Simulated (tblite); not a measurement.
C5H10N2O2Si.
Structure used (GFN2-xTB), in Å, numbered top down from 1:
```xyz
20
C5H10N2O2Si angstrom
C      2.5323   -1.3292    0.0971
O      2.4239   -0.0651   -0.4951
Si     1.5261    1.1876    0.0168
O      1.6748    2.3004   -1.1460
N     -0.1353    0.6787    0.2039
C     -1.0267    1.0925    1.1527
C     -2.2051    0.4267    1.0029
C     -2.0472   -0.4523   -0.1012
N     -2.9934   -1.3801   -0.5446
C     -0.7751   -0.2717   -0.5663
H      3.0219   -1.9905   -0.6181
H      1.5481   -1.7290    0.3489
H      3.1342   -1.2722    1.0063
H      1.9413    1.7422    1.2958
H      2.2928    2.1665   -1.8603
H     -0.7466    1.8407    1.8670
H     -3.0893    0.5354    1.6004
H     -3.9428   -1.0860   -0.3618
H     -2.8667   -1.6451   -1.5114
H     -0.2722   -0.7388   -1.3900
```

Computed values, GFN2-xTB/tblite, gas phase, harmonic and unscaled. The method is semi-empirical: single wavenumbers can be off by several per cent or more. Modes of hydrogen on silicon can be 10 to 20 % off. One conformer, not necessarily the lowest.

Harmonic wavenumbers (cm⁻¹): 25.7, 44.9, 82.3, 100.3, 118.4, 149.4, 162.4, 224.4, 255.6, 300.0, 312.9, 334.1, 383.5, 467.9, 571.1, 594.2, 663.8, 677.4, 718.6, 725.7, 744.7, 768.6, 781.4, 806.1, 832.4, 919.1, 957.6, 1000.4, 1062.6, 1088.0, 1127.6, 1134.6, 1139.0, 1159.3, 1197.3, 1317.5, 1346.3, 1415.1, 1423.0, 1479.0, 1484.7, 1501.9, 1520.5, 1634.5, 2330.3, 2960.2, 2969.9, 2993.9, 3151.0, 3155.5, 3165.8, 3421.9, 3467.9, 3663.6.

A = 2011, B = 720.9, C = 623.4 MHz; mass 158.051 u (most abundant isotopes); point group C1, symmetry number 1.

Problem. What is the zero-point energy?

Solution. Half the sum of the wavenumbers: 33017 cm⁻¹ = 394.97 kJ/mol.

Problem. Give the ideal-gas entropy at 273.15 K and 1 bar in the rigid-rotor, harmonic-oscillator model (classical rotation).

Solution. Translation 170.18, rotation 125.49, vibration 155.49: S = 451.2 J/(mol K).

Problem. And Cp and H(273.15 K) − H(0)?

Solution. Cp = 179.05 J/(mol K), of which vibrations give 145.79 (their classical limit is 54 R = 449.0); H(273.15 K) − H(0) = 30.33 kJ/mol without the zero-point energy, 21.25 from vibrations.

Problem. What must be added to the electronic energy to get the Gibbs energy at 273.15 K and 1 bar?

Solution. ZPE + [H(273.15 K) − H(0)] − T·S = 394.97 + 30.33 − 123.23 = 302.07 kJ/mol.

Problem. How do the functions run with temperature in this model?

Solution. 
```tsv
T (K)	S (J/(mol K))	Cp (J/(mol K))	H − H(0) (kJ/mol)	G − H(0) (kJ/mol)	ln q(vib)
100	319.7	95.9	6.51	-25.46	3.08
200	401.1	143.8	18.52	-61.70	6.79
300	468.5	191.7	35.31	-105.25	10.26
500	586.3	271.1	82.10	-211.05	16.79
800	730.9	342.5	175.20	-409.48	25.70
1000	810.7	372.6	246.87	-563.82	31.06
```

q(vib) and H(0) count from the zero-point level.

Problem. Blend soft modes into free rotors: weight 1/[1 + (100 cm⁻¹/ν̃)⁴] for the oscillator and the rest for a rotor with moment μB/(μ + B), μ = h/(8π²ν), B = 10⁻⁴⁴ kg m². What vibrational entropy results?

Solution. 139.02 J/(mol K) in place of 155.49, which changes −T·S at 273.15 K by +4.50 kJ/mol.

Hindered rotation and anharmonicity are outside this model. Other conformers, if any are populated, would add a mixing term that is left out. The structure is chiral; the term R ln 2 for an equal mix with its mirror image is left out.
